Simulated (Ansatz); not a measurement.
Compare A (`N[SiH]([SiH3])CCl`) with its isomer B (`NC([SiH3])[SiH2]Cl`).

Program: Ansatz. Geometries: PBE0-D4/def2-TZVP. ΔE: electronic, gas phase. CBS: MP2 limit from def2 TZ/QZ plus the TZ coupled-cluster correction, frozen cores. Functionals use def2-TZVPP. B3LYP here is the variant with VWN-RPA as its local correlation; programs differ in this. One conformer a species, not always the lowest.

Which is lower in electronic energy at CCSD(T)/CBS, and by how much? (Best estimate.)

Ansatz gave: B, by 26.3 kJ/mol.

Give E(B) − E(A) in kJ/mol with MP2/def2-TZVPP, PBE-D4, B2PLYP, CCSD(T)/def2-TZVPP, ωB97M-V, B3LYP-D4, PBE0-D4. (Best estimate.)

The calculation gave: MP2/def2-TZVPP -34.1, PBE-D4 -21.2, B2PLYP -25.9, CCSD(T)/def2-TZVPP -27.9, ωB97M-V -32.6, B3LYP-D4 -25.0, PBE0-D4 -23.6. None reverses the order clearly.

Largest T1 diagnostic: 0.011.

The D4 term adds −3.6 kJ/mol with B3LYP and −1.7 kJ/mol with PBE0; it sums over pairs of atoms, weighted by their polarisabilities, and B3LYP, whose exchange is more repulsive, gets the larger term.
